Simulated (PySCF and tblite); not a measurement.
Results of a calculation; reference values are marked as such.
System: C₆H₉NS, numbered as in [CH:1]1=[C:2]([C@H:3]2[CH2:4][NH:5]2)[S:6][CH2:7][CH2:8]1.

For the pyramidal inversion at N5: electronic barrier 16.92 kcal/mol, zero-point change -1.54 kcal/mol, thermal and entropy terms at 350 K a further -0.15 kcal/mol (symmetry numbers apart). The minimum is C1, the saddle C1. Geometries: GFN2-xTB; energies: PBE0/pcSseg-1 + D3(BJ), IEF-PCM benzene; zero-point and thermal terms from GFN2-xTB harmonic modes (soft modes blended into free rotors). Rate constants are transition-state-theory values, counting equivalent paths, without tunnelling. Run with tblite and PySCF.

Q: How many equivalent paths lead out of the minimum?

A: 1: the symmetry number of the minimum is 1, that of the saddle displaced along its mode 1.

Q: Work out the rate at 350 K.

A: ΔG‡ = 15.23 kcal/mol; k_B T/h = 7.3×10¹² s⁻¹; exp(−ΔG‡/RT) = 3.1×10⁻¹⁰; times 1 gives k = 2240 s⁻¹.
